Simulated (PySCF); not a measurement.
## Fractional electron number in Mo (molybdenum, neutral)

The 5s alpha orbital of [Kr] 4d5 5s1 is emptied in steps (occupation f), with all orbitals relaxed, ending at [Kr] 4d5. All numbers are calculated (PySCF 2.14, the spin-free X2C one-electron Hamiltonian (Gaussian nucleus), in x2c-TZVPall). The exact energy is a straight line in f; departures are measured from the line between the end points of the same method.

```
  f  PBE0 (eV)  r2SCAN (eV)  LC-wPBE (eV)
  1      0.000        0.000         0.000
0.9     -0.184       -0.234         0.010
0.7     -0.431       -0.545         0.024
0.5     -0.516       -0.650         0.028
0.3     -0.435       -0.548         0.023
0.1     -0.188       -0.236         0.009
  0      0.000        0.000         0.000
```

Question: For LC-wPBE, how does the orbital energy at f = 1 compare with the removal energy?

Answer: −ε = 6.923 eV against a total-energy difference of 6.809 eV. By Janak's theorem ε = ∂E/∂f, so the gap between them reflects the curvature. Along the path −ε is 6.900 (f = 0.9), 6.853 (f = 0.7), 6.805 (f = 0.5), 6.760 (f = 0.3), 6.723 (f = 0.1) eV.

```json
{"method": "PBE0", "E(f=0) − E(f=1) (eV)": "7.194", "−ε at f=1 (eV)": "5.157", "−ε at f=0.5 (eV)": "7.181"}
{"method": "r2SCAN", "E(f=0) − E(f=1) (eV)": "7.476", "−ε at f=1 (eV)": "4.877", "−ε at f=0.5 (eV)": "7.466"}
{"method": "LC-wPBE", "E(f=0) − E(f=1) (eV)": "6.809", "−ε at f=1 (eV)": "6.923", "−ε at f=0.5 (eV)": "6.805"}
```

Reference removal energy between the ground levels: 7.092 eV (measured; NIST Atomic Spectra Database, ionization energies).
